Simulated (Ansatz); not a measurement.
Reaction (ligand exchange at a B–C bond): `B[CH2][SnH2][F]` + `NCS` → `BSCN` + `[CH3][SnH2][F]`

Gas-phase electronic energies from Ansatz, PBE0-D4/def2-TZVP geometries. CCSD(T)/CBS is the MP2 limit (def2-TZVPP, def2-QZVPP) plus CCSD(T) − MP2 in def2-TZVPP, frozen cores. DFT in def2-TZVPP. B3LYP here is the variant with VWN-RPA as its local correlation; programs differ in this. Elements past krypton have def2 core potentials. For Sn outer-core shells are correlated without core-valence functions, which leaves a few kJ/mol of doubt a bond. One conformer a species, not always the lowest.

| level | ΔE (eV) |
| --- | --- |
| PBE-D4 | -0.85 |
| B3LYP-D4 | -0.84 |
| ωB97X-V | -0.83 |
| B2PLYP | -0.84 |
| PBE0 | -0.83 |
| HF/def2-QZVPP | -0.80 |
| HF/CBS(def2) | -0.79 |
| CCSD/CBS(def2) | -0.78 |

Task: What does CCSD(T)/CBS give? (Best estimate.)

Result: Ansatz gave: -0.80 eV. The listed levels differ from it by -0.05, -0.04, -0.03, -0.04, -0.03, 0.00, 0.01, 0.02 eV.

Largest T1 diagnostic among the species: 0.013.
